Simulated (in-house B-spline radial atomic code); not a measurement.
Cd. Computed with a B-spline radial atomic code. Model: non-relativistic spherical atom: semilocal Troullier-Martins pseudo-atom, one channel per l, against all electrons, high spin, G0W0 and RPA with empty states to l = 8, local potential for every l without a channel, a model core (radius 0 = none) keeps its share of the functional.

The core holds an angular momentum without a channel of its own, so the local potential lets valence electrons into it.

Without relativity these are model numbers for so heavy an element.

What the tables leave out is listed at the end.

The pseudopotential gives back the lowest level of each angular momentum of its own functional in the configuration it was made in; a second state of the same l is only approximately right. Exact exchange, RPA and GW see the smooth pseudo-orbitals and miss the exchange with the core, for which the functional's share stands in. The column with an uncorrelated core keeps all orbitals and exact exchange, and so separates missing core correlation from pseudisation. Only the three outermost levels and the lowest empty one were computed. RPA here is direct RPA, with no exchange kernel, and its energies carry an (l + 1/2)⁻⁴ tail. A hybrid on a potential with a model core restores only its own semilocal share of the core's exchange.

Command:
```bash
python run_psgw.py task.json out
```
Settings (lengths in bohr, energies in hartree):
```
Z                      48
electrons              48
configuration          [Kr] 4d10 5s2
generated_in           [Kr] 4d10 5s2
functional             pbe,pbe
core_shells            9
radius_factor          1
core_correction        False
ion_configuration      [Kr] 4d10 5s1
```

Run time, properties included: 70 s on 1 thread of Arm Neoverse N1, with other jobs on the host.

Given: made with PBE; model core radius 0 bohr; local radius 2.578 bohr; mean-field start PBE.

Valence shells of the generating configuration: 5s.

Channel: s 2.44, p 3.359 (radii in bohr).

Computed: largest level miss in the spin-unpolarised generating configuration 0 eV; valence RPA correlation energy all-electron orbitals -0.063581 hartree; all-electron RPA polarisability, core included 44.319 bohr³; ionisation by mean-field all-electron 8.5068 eV; ionisation by mean-field pseudo minus all -0.394 eV; ionisation by RPA all-electron 8.8345 eV; ionisation by RPA pseudo minus all -0.181 eV.

```
level  occupied  mean-field all-electron (eV)  mean-field pseudo minus all (eV)  G0W0 all-electron (eV)  G0W0 uncorrelated core minus all (eV)  G0W0 pseudo minus all (eV)  exchange self-energy all-electron (eV)  exchange self-energy pseudo (eV)
   5s         1                       -5.2787                                 0                 -8.4767                                   0.67                       0.259                                  -10.99                           -8.1098
```

(1) What is the valence RPA correlation energy pseudo?

(2) What is the pseudo-atom RPA polarisability?

Given: mean-field start PBE0.

Computed: valence RPA correlation energy pseudo -0.06209 hartree; all-electron RPA polarisability, core included 39.588 bohr³; pseudo-atom RPA polarisability 38.204 bohr³; ionisation by mean-field all-electron 8.2504 eV; ionisation by mean-field pseudo minus all -0.137 eV; ionisation by RPA all-electron 8.6607 eV.

```
level  occupied  mean-field all-electron (eV)  mean-field pseudo minus all (eV)  G0W0 all-electron (eV)  G0W0 uncorrelated core minus all (eV)  G0W0 pseudo minus all (eV)  exchange self-energy all-electron (eV)  exchange self-energy pseudo (eV)
   5s         1                       -5.9494                            -0.062                  -8.536                                  0.687                       0.209                                 -10.783                            -8.094
```

(3) What is the ionisation by RPA pseudo minus all?

(4) What is the valence RPA correlation energy all-electron orbitals?

Given: mean-field start Hartree-Fock.

Computed: valence RPA correlation energy all-electron orbitals -0.038232 hartree; valence RPA correlation energy pseudo -0.043684 hartree; all-electron RPA polarisability, core included 34.711 bohr³; pseudo-atom RPA polarisability 29.724 bohr³; ionisation by mean-field all-electron 6.9121 eV; ionisation by RPA all-electron 8.2428 eV.

```tsv
level	occupied	mean-field all-electron (eV)	mean-field pseudo minus all (eV)	G0W0 all-electron (eV)	G0W0 uncorrelated core minus all (eV)	G0W0 pseudo minus all (eV)	exchange self-energy all-electron (eV)	exchange self-energy pseudo (eV)
5s	1	-7.2071	-0.36	-8.4486	0.609	0.136	-9.8946	-7.9669
```

(5) What is the ionisation by mean-field pseudo minus all?

(6) What is the ionisation by RPA pseudo minus all?

Results:

(1) -0.072264 hartree.

(2) 43.848 bohr³.

(3) -0.184 eV.

(4) -0.0546 hartree.

(5) 0.405 eV.

(6) -0.096 eV.

Among the listed levels the largest G0W0 shift of the pseudo-atom is +0.26 eV, for 5s on the PBE start, while leaving the core uncorrelated moves that level by +0.67 eV. The rest, -0.41 eV, comes from pseudisation and the lost core exchange. Not in the tables (levels of low weight, unsolved or above zero; the highest and the empty levels are kept at any weight): on PBE the G0W0 levels 5p (pseudo minus all -0.09 eV, weights 0.87 and 0.90); on PBE0 the G0W0 levels 5p (pseudo minus all -0.04 eV, weights 0.92 and 0.93).
